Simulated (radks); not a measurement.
Question: These are the eigenvalues of the occupied orbitals of an atom or ion with whole-number occupations (Ry). All-electron calculation, scalar-relativistic Kohn-Sham, r2SCAN, spin-polarised, spherical densities, finite nucleus; meta-GGA in the generalised Kohn-Sham scheme; Fermi nuclear charge, rms radius of each element as measured or else 0.836 A^(1/3) + 0.57 fm. Program: a radial shooting solver on a logarithmic mesh with Libxc functionals.

| orbital | eigenvalue |
|---|---|
| 1s | -4654.059 |
| 2s | -794.5885 |
| 2p | -698.9251 |
| 3s | -181.2575 |
| 3p | -152.4080 |
| 3d | -117.7234 |
| 4s | -36.98777 |
| 4p | -27.48101 |
| 4d | -15.01808 |
| 5s | -5.27335 |
| 5p | -3.05341 |
| 4f | -1.37229 |
| 6s | -0.81780 |

Which element is it, and in what charge state? The configuration may be excited. Open shells, if any, are filled with parallel spins first.

Answer: Z = 71, lutetium, charge +1: Lu+ in [Xe] 4f14 6s2. The list shows which subshells hold electrons but not how many an open one holds; the 1s level, -2327 hartree, gives Z - s = 68.2 by -(Z - s)^2/2, which with screening and relativity narrows Z to a few neighbours, and the depths of the outer levels then fix element, charge and occupations together.
